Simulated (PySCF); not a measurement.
MgCl, SMILES [Mg+][Cl], charge +1.

Coordinates come from a PBE0-D3(BJ)/def2-TZVPD optimisation. The spin state was assumed, not searched.

All values below come from PBE0-D3(BJ)/def2-TZVPD in PySCF 2.14.0.

Frequencies are harmonic and unscaled.

Computed harmonic wavenumbers and intensities:
```tsv
mode	ν (cm⁻¹)	IR (km/mol)	moving atoms (share of kinetic energy)
1	554	62.7	Mg 59 %, Cl 41 %
```
